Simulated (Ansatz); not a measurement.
These are B3LYP-D3(BJ)/def2-TZVP (Ansatz, a first-principles code) values and carry that method's errors. No frequencies were computed at this level.

Ansatz 0.2 input:
```yaml
crystal:
  periodic: [false, false, false]
  atoms:
    - { symbol: N, position_ang: [1.768531, -0.671306, -0.097759] }
    - { symbol: Sn, position_ang: [0.084887, 0.057413, 0.75288] }
    - { symbol: N, position_ang: [-1.40714, -1.271383, 0.623608] }
    - { symbol: N, position_ang: [-0.610025, 1.617608, -0.345331] }
    - { symbol: H, position_ang: [1.732879, -0.639124, -1.109355] }
    - { symbol: H, position_ang: [2.617685, -0.193053, 0.17118] }
    - { symbol: H, position_ang: [0.405852, 0.276465, 2.391897] }
    - { symbol: H, position_ang: [-1.841445, -1.284209, -0.290637] }
    - { symbol: H, position_ang: [-1.112497, -2.220346, 0.814042] }
    - { symbol: H, position_ang: [-0.073209, 2.471367, -0.260014] }
    - { symbol: H, position_ang: [-1.565512, 1.856572, -0.114609] }
basis:
  gaussian: { orbitals: def2-tzvp }
hamiltonian:
  xc: b3lyp
  dispersion: d3bj
relax:
  max_steps: 150
```

Output:

```
Functional definition: B3LYP
1205 factors; their error is unknown
mean field evaluation 1: about -10397.6049 eV, gradient 1.1e2 eV
mean field evaluation 2: about -10347.3484 eV, gradient 1.7e2 eV
mean field evaluation 4: about -10419.9561 eV, gradient 7.2e0 eV
mean field evaluation 8: about -10420.1019 eV, gradient 3.9e-1 eV
mean field evaluation 16: about -10420.1021 eV, gradient 3.1e-5 eV
mean field -10420.10206266 eV, -382.9316878038 hartree, gradient 3.1e-5 eV, S^2 0.000000; 0 other end points of the search recorded, 0 dependent functions left out
reference -10420.10235242 eV, -382.9316984526 hartree; 25, 25 occupied and 160, 160 virtual orbitals, 1205 factors
relax step   1: F+E_penalty+E_count = -10420.47946419 eV  Δ(F+E_penalty+E_count) = +0.000e0 eV  max|allowed force component| = 4.830e-1 eV/Å  Δτ_max = 0.0000 Å  (29 SCF iters, accepted)
these checks for a lower state are left out or cut short: starts, cluster_reference, orbital_swaps, neighbouring_geometries, increment
1205 factors; their error is unknown
mean field -10420.14015818 eV, -382.9330877883 hartree, gradient 1.1e-5 eV, S^2 0.000000; 0 other end points of the search recorded, 0 dependent functions left out
reference -10420.14044906 eV, -382.9330984780 hartree; 25, 25 occupied and 160, 160 virtual orbitals, 1205 factors
relax step   2: F+E_penalty+E_count = -10420.51292349 eV  Δ(F+E_penalty+E_count) = -3.346e-2 eV  max|allowed force component| = 3.078e-1 eV/Å  Δτ_max = 0.1154 Å  (30 SCF iters, accepted)
these checks for a lower state are left out or cut short: starts, cluster_reference, orbital_swaps, neighbouring_geometries, increment
1205 factors; their error is unknown
mean field -10420.14965167 eV, -382.9334366678 hartree, gradient 8.3e-6 eV, S^2 0.000000; 0 other end points of the search recorded, 0 dependent functions left out
reference -10420.14994232 eV, -382.9334473491 hartree; 25, 25 occupied and 160, 160 virtual orbitals, 1205 factors
relax step   3: F+E_penalty+E_count = -10420.52323538 eV  Δ(F+E_penalty+E_count) = -1.031e-2 eV  max|allowed force component| = 1.198e-1 eV/Å  Δτ_max = 0.0483 Å  (32 SCF iters, accepted)
these checks for a lower state are left out or cut short: starts, cluster_reference, orbital_swaps, neighbouring_geometries, increment
1205 factors; their error is unknown
mean field evaluation 32: about -10420.0917 eV, gradient 1.7e0 eV
mean field -10420.15093100 eV, -382.9334836821 hartree, gradient 8.0e-6 eV, S^2 0.000000; 0 other end points of the search recorded, 0 dependent functions left out
reference -10420.15122126 eV, -382.9334943492 hartree; 25, 25 occupied and 160, 160 virtual orbitals, 1205 factors
relax step   4: F+E_penalty+E_count = -10420.52500579 eV  Δ(F+E_penalty+E_count) = -1.770e-3 eV  max|allowed force component| = 8.646e-2 eV/Å  Δτ_max = 0.0354 Å  (33 SCF iters, accepted)
these checks for a lower state are left out or cut short: starts, cluster_reference, orbital_swaps, neighbouring_geometries, increment
1205 factors; their error is unknown
mean field -10420.15319365 eV, -382.9335668330 hartree, gradient 7.9e-6 eV, S^2 0.000000; 0 other end points of the search recorded, 0 dependent functions left out
reference -10420.15348359 eV, -382.9335774882 hartree; 25, 25 occupied and 160, 160 virtual orbitals, 1205 factors
relax step   5: F+E_penalty+E_count = -10420.52711562 eV  Δ(F+E_penalty+E_count) = -2.110e-3 eV  max|allowed force component| = 4.907e-2 eV/Å  Δτ_max = 0.0705 Å  (32 SCF iters, accepted)
these checks for a lower state are left out or cut short: starts, cluster_reference, orbital_swaps, neighbouring_geometries, increment
1205 factors; their error is unknown
mean field -10420.15399026 eV, -382.9335961079 hartree, gradient 8.1e-6 eV, S^2 0.000000; 0 other end points of the search recorded, 0 dependent functions left out
reference -10420.15428007 eV, -382.9336067583 hartree; 25, 25 occupied and 160, 160 virtual orbitals, 1205 factors
relax step   6: F+E_penalty+E_count = -10420.52781524 eV  Δ(F+E_penalty+E_count) = -6.996e-4 eV  max|allowed force component| = 3.931e-2 eV/Å  Δτ_max = 0.0373 Å  (33 SCF iters, accepted)
these checks for a lower state are left out or cut short: starts, cluster_reference, orbital_swaps, neighbouring_geometries, increment
1205 factors; their error is unknown
mean field -10420.15450229 eV, -382.9336149246 hartree, gradient 8.1e-6 eV, S^2 0.000000; 0 other end points of the search recorded, 0 dependent functions left out
reference -10420.15479192 eV, -382.9336255684 hartree; 25, 25 occupied and 160, 160 virtual orbitals, 1205 factors
relax step   7: F+E_penalty+E_count = -10420.52825382 eV  Δ(F+E_penalty+E_count) = -4.386e-4 eV  max|allowed force component| = 2.235e-2 eV/Å  Δτ_max = 0.0359 Å  (31 SCF iters, accepted)
these checks for a lower state are left out or cut short: starts, cluster_reference, orbital_swaps, neighbouring_geometries, increment
1205 factors; their error is unknown
mean field evaluation 64: about -10420.1547 eV, gradient 4.7e-3 eV
mean field -10420.15466026 eV, -382.9336207299 hartree, gradient 8.0e-6 eV, S^2 0.000000; 0 other end points of the search recorded, 0 dependent functions left out
reference -10420.15494980 eV, -382.9336313706 hartree; 25, 25 occupied and 160, 160 virtual orbitals, 1205 factors
relax step   8: F+E_penalty+E_count = -10420.52836817 eV  Δ(F+E_penalty+E_count) = -1.143e-4 eV  max|allowed force component| = 6.957e-3 eV/Å  Δτ_max = 0.0196 Å  (33 SCF iters, accepted)
these checks for a lower state are left out or cut short: starts, cluster_reference, orbital_swaps, neighbouring_geometries, increment
1205 factors; their error is unknown
mean field -10420.15461948 eV, -382.9336192315 hartree, gradient 8.0e-6 eV, S^2 0.000000; 0 other end points of the search recorded, 0 dependent functions left out
reference -10420.15490881 eV, -382.9336298639 hartree; 25, 25 occupied and 160, 160 virtual orbitals, 1205 factors
relax step   9: F+E_penalty+E_count = -10420.52841830 eV  Δ(F+E_penalty+E_count) = -5.013e-5 eV  max|allowed force component| = 8.816e-3 eV/Å  Δτ_max = 0.0232 Å  (33 SCF iters, accepted)
1205 factors; their error is unknown
mean field evaluation 96: about -10420.1546 eV, gradient 2.2e-4 eV
mean field -10420.15461948 eV, -382.9336192315 hartree, gradient 8.0e-6 eV, S^2 0.000000; 1 other end points of the search recorded, 0 dependent functions left out
reference -10420.15490881 eV, -382.9336298639 hartree; 25, 25 occupied and 160, 160 virtual orbitals, 1205 factors
Total energy: -10420.52870762 eV, -382.9473667171 hartree
Atom 0 at     1.778753    -0.604228    -0.195710 Å, force     0.008221     0.000945    -0.004783 eV/Å
Atom 1 at     0.080979     0.026881     0.741700 Å, force     0.006831    -0.008163    -0.001360 eV/Å
Atom 2 at    -1.481999    -1.263665     0.587476 Å, force    -0.004712    -0.001632    -0.003958 eV/Å
Atom 3 at    -0.641255     1.596525    -0.339074 Å, force    -0.005039    -0.000185     0.000313 eV/Å
Atom 4 at     1.828775    -0.352330    -1.175380 Å, force    -0.001063    -0.000545     0.008816 eV/Å
Atom 5 at     2.640405    -0.320777     0.253412 Å, force    -0.003773    -0.001820    -0.002977 eV/Å
Atom 6 at     0.458416     0.217279     2.405294 Å, force    -0.002315     0.003445    -0.001826 eV/Å
Atom 7 at    -1.738081    -1.451710    -0.374936 Å, force     0.002552     0.001784     0.005799 eV/Å
Atom 8 at    -1.327115    -2.153945     1.044906 Å, force    -0.000324     0.002399    -0.001086 eV/Å
Atom 9 at    -0.035869     2.407471    -0.365101 Å, force    -0.000584     0.001984     0.001215 eV/Å
Atom 10 at    -1.563003     1.898502    -0.046685 Å, force     0.000205     0.001787    -0.000154 eV/Å
Dipole moment:     0.196023     0.204764     0.047557 e Å
```

Cost: roughly 100 core-seconds.
